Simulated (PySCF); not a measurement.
These 2 structures share the formula C7H12OSi. Computed with PBE0-D3(BJ)/def2-SVP geometry optimisation, gas phase (PySCF 2.14.0). Energies are electronic, without zero-point or thermal terms, for one conformer each. No frequencies were run at this level. Point groups hold within 0.08 Å.

**Question.** Rank from lowest to highest electronic energy at this level (kcal/mol).
A. Si(vinyl)3(OMe) (`C=C[Si](C=C)(C=C)OC`)
B. `[CH3:1][CH:2]([CH3:3])[O:4][C:5]1=[CH:6][CH:7]=[CH:8][SiH2:9]1` with C1–C2–O4–C5 -154°, C2–O4–C5–C6 -170°

**Answer.** A (0.0), B (0.3).

Neighbours under 2.5 kcal/mol apart (C=C[Si](C=C)(C=C)OC and CC(C)OC1=CC=C[SiH2]1) can change places with a better method, another conformer or zero-point energy.

| SMILES | E (Eh) | E rel (kcal/mol) | dipole (D) | point group | A, B, C (MHz) |
| --- | --- | --- | --- | --- | --- |
| C=C[Si](C=C)(C=C)OC | -637.78293 | 0.0 | 1.05 | C1 | 1480, 1175, 902.9 |
| CC(C)OC1=CC=C[SiH2]1 | -637.78249 | 0.3 | 1.47 | C1 | 2988, 814.5, 731.2 |

**Question.** How do the relative energies change in single points at PBE0/pcSseg-1 (no added dispersion term) on the same geometries?

**Answer.** 
```json
{"SMILES": "C=C[Si](C=C)(C=C)OC", "PBE0-D3(BJ)/def2-SVP (kcal/mol)": "0.0", "PBE0/pcSseg-1 (kcal/mol)": "0.0", "shift": "0.0"}
{"SMILES": "CC(C)OC1=CC=C[SiH2]1", "PBE0-D3(BJ)/def2-SVP (kcal/mol)": "0.3", "PBE0/pcSseg-1 (kcal/mol)": "5.1", "shift": "+4.8"}
```

Each column counts from its own lowest isomer. The order is unchanged; the largest shift is 4.8 kcal/mol.

**Question.** As an exercise, what shares would exp(−E/RT) give at 298.15 K from these electronic energies alone (no entropy, no degeneracies)?

**Answer.** RT = 0.592 kcal/mol: C=C[Si](C=C)(C=C)OC 61.3 %, CC(C)OC1=CC=C[SiH2]1 38.7 %.
